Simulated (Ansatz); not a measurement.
Mulliken charges of `N/C(Cl)=N/[SiH3]` from ωB97M-V/def2-TZVPP in Ansatz (PBE0-D4/def2-TZVP geometry).

| atom | x (Å) | y (Å) | z (Å) | charge (e) |
| --- | --- | --- | --- | --- |
| N1 | -1.129 | 1.621 | 0.823 | -0.201 |
| C2 | -0.562 | 0.459 | 0.453 | 0.203 |
| Cl3 | -1.355 | -0.900 | 1.321 | -0.120 |
| N4 | 0.373 | 0.319 | -0.356 | -0.349 |
| Si5 | 1.178 | -1.106 | -0.892 | 0.266 |
| H6 | -0.799 | 2.464 | 0.387 | 0.159 |
| H7 | -1.908 | 1.642 | 1.451 | 0.146 |
| H8 | 0.233 | -2.043 | -1.557 | -0.034 |
| H9 | 1.838 | -1.811 | 0.241 | -0.033 |
| H10 | 2.214 | -0.695 | -1.869 | -0.036 |

By hand: the dipole of these point charges (1 e Å = 4.8032 D).

Σ q r = (-0.095, 0.256, 0.041) e Å, of length 0.276 e Å = 1.33 D.

How does the dipole of the full density compare? (Estimate.)

Computed: (-0.315, 0.475, 0.190) e Å, 2.89 D; the point charges give 0.46 times that, at 16° from its direction.

Point charges leave out the atoms' own dipoles, such as those of lone pairs, and Mulliken's split depends on the basis, so the two needn't agree.
